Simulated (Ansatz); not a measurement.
The cluster Re4. Total charge 0; singlet. Geometry relaxed at PBE-D4/def2-SVP.

```tsv
atom	x (Å)	y (Å)	z (Å)
Re1	-0.4966	-1.5206	0.0736
Re2	-1.4607	0.4541	-0.4736
Re3	1.4607	-0.4541	0.4737
Re4	0.4966	1.5206	-0.0736
```

In the def2 sets Re takes a core potential; there is no spin–orbit coupling. The restricted singlet is unstable towards broken spin symmetry in Hartree–Fock (as tested in another run); at PBE-D4/def2-SVP this wasn't settled. At PBE0-D4/def2-TZVP a triplet of charge 0 lies 0.19 eV below the restricted singlet, each at its own geometry. The structure comes from a short search, and lower isomers may exist.

Problem. Estimate the harmonic wavenumbers at RKS PBE-D4/def2-SVP (Ansatz, unscaled). Is this a minimum?

Solution. 70, 145, 270, 270, 278, 291 cm⁻¹. Yes, no mode is imaginary beyond noise. Zero-point energy 7.9 kJ/mol. Hardware: 2 threads of Intel Xeon Platinum 8375C on a shared host. Wall time 84 s.
